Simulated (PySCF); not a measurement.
## Unknown compound

The spectra below were simulated for a compound C3H5Cl3O2Si.

¹H NMR (400 MHz, computed): δ 4.90 (s, 3H), 3.64 (s, 2H).

¹³C{¹H} NMR (computed): δ 171.3 (C), 119.3 (C), 63.6 (CH2).

- shieldings: GIAO PBE0/pcSseg-1
- geometry: GFN2-xTB
- run in PySCF
- no relativistic terms, no solvent model, a single conformation, fast rotation and ring inversion assumed for equivalent nuclei

δ = σ(ref) − σ, references computed at the same level: ¹H (σ = 31.72 ppm) and ¹³C (σ = 186.93 ppm) against TMS.

Deduce the structure.

Results:


1. The formula gives 1 degree of unsaturation (no ring in the answer).
2. 3 carbon signals for 3 carbons: no two carbons are equivalent.
3. Carbon types of the structure: 2 × C, 1 × CH2, leaving 3 H on heteroatoms.
4. δC 171.3: carbonyl carbon.
5. δC 119.3: fully substituted sp3 carbon bonded to 3 Cl; 3 electronegative neighbours deshield it.
6. δC 63.6: sp3 CH2 α to a carbonyl.
7. δH 4.90: hydrogen on a silicon bonded to O.
8. δH 3.64: hydrogen on an sp3 CH2 α to a carbonyl.

Structure: `O=C(CC(Cl)(Cl)Cl)O[SiH3]`.

The shifts were computed for this structure.

Carbons that carry Cl, above all several Cl atoms, come out too deshielded, partly because spin–orbit coupling is missing. Shifts are as computed. Against solution values, carbons near 30 ppm lie about +3 ppm off and those near 130 ppm about +5 ppm; carbons on Cl a further +6 ppm. Of 1211 compounds with measured shifts, 218 miss one by over three times the rms of a fit or turn the order of signals round; such compounds aren't used in these exercises. Multiplicities follow the n + 1 count of equivalent neighbours, as no J values were calculated; m marks all less simple cases, F and P coupling included.
